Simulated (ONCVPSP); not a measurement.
## Cs: excitation energies, all-electron against ONCV

| Property | Result |
| --- | --- |
| Element | Cs (Z = 55) |
| Generator | ONCVPSP 4.0.1 |
| Type | optimised norm-conserving Vanderbilt (ONCV) |
| Functional | PBE |
| Relativity | scalar-relativistic |
| Frozen core | [Kr] 4d10 |
| Valence charge | 9 |
| Reference configuration | 5s2 5p6 6s1 |
| Partial waves | 5s+6s: rc 2.75 bohr, ncon 4, nbas 7, qcut 5 1/bohr, 2 projectors; 5p: rc 1.95 bohr, ncon 3, nbas 7, qcut 4.9 1/bohr, 2 projectors, debl 3.8 Ha; d scattering state at 0.23 Ha: rc 3.00 bohr, ncon 5, nbas 10, qcut 2.8 1/bohr, 2 projectors, debl 3.7 Ha |
| Local potential | polynomial inside 1.30 bohr (lpopt 3, dvloc0 0 Ha) |
| Core correction | Teter function, fcfact 4.75, rcfact 1.25 |

In the d channel the program set the typed energies aside and used 0.050, 3.750 Ha.

Energies are relative to the spin-unpolarised reference configuration 5s2 5p6 6s1; without spin polarisation the order of configurations can differ from experiment.

```
valence configuration  charge  ΔE all-electron (eV)  error AE − PS (meV)
          5s2 5p6 6s0      +1                 3.863                 -0.3
        5s2 5p6 6s0.5    +0.5                 1.471                 -0.1
```

Problem. What are ΔE and the potential's error for 5s2 5p6 6s0 6p1?

Solution. ΔE = 1.371 eV all-electron; the error (AE − PS) is +0.4 meV.

Problem. What are ΔE and the potential's error for 5s1 5p6 6s1?

Solution. ΔE = 31.683 eV all-electron; the error (AE − PS) is -98 meV.

Levels in the configuration 5s2 5p6 6s0.5:

```
level  all-electron (eV)  pseudo (eV)
   5s            -29.160      -29.162
   5p            -15.928      -15.927
   6s             -3.834       -3.834
```

Note: ghosts flagged at negative energy: s at -10.6 eV; GHOST(+) flagged for p at 148.2 eV. A true bound ghost makes a file unfit for plane-wave use.
